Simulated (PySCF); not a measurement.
Molecule: `C[SiH2]/C=C\[SiH3]`, C$_{3}$H$_{10}$Si$_{2}$.

Bonds (- single, = double, # triple, : aromatic): C1-Si2, Si2-C3, C3=C4, C4-Si5. C1 carries H6, H7, H8; Si2 carries H9, H10; C3 carries H11; C4 carries H12; Si5 carries H13, H14, H15. Stereochemistry as in C[SiH2]/C=C\[SiH3].

Frames of a GFN2-xTB Langevin trajectory at 300 K; GIAO PBE0/pcSseg-1 shieldings in PySCF 2.14, gas phase, non-relativistic; equivalent atoms averaged within each frame.

Chemical shifts δ = σref − σ; TMS for ¹³C (σ = 186.93 ppm), ²⁹Si (σ = 349.16 ppm), ¹H (σ = 31.72 ppm), all at this level. The references are static minima.

Task: How do the shifts (ppm) fluctuate along the trajectory?

Result: 
```
         time (fs)     C3     C4    C1    Si2    Si5   H11   H12  H13/H14/H15  H9/H10  H6/H7/H8
optimised geometry  159.7  150.4  -6.1  -55.7  -87.2  7.55  7.29         4.19    4.44      0.25
               250  161.6  148.1  -6.0  -58.9  -75.3  8.05  6.70         5.18    3.95      0.37
               425  160.7  151.5  -2.4  -54.4  -86.2  7.56  7.97         4.22    4.59      0.87
               625  177.1  164.7   6.5  -54.7  -83.6  8.47  7.50         4.48    5.20      1.81
               800  153.9  147.8  -7.5  -66.8  -83.7  7.25  7.07         4.61    4.42      0.92
              1000  155.1  153.2   2.0  -48.4  -68.7  7.76  6.99         5.35    4.22      1.33
    mean of frames  161.7  153.1  -1.5  -56.6  -79.5  7.82  7.25         4.77    4.48      1.06
standard deviation    9.2    6.9   5.8    6.8    7.3  0.47  0.49         0.48    0.47      0.54
```

5 frames give an uncertainty of the mean of about the standard deviation over 2.2 at best, since frames this close in time may not be independent; classical motion lacks zero-point vibration, and the reference would need the same averaging.
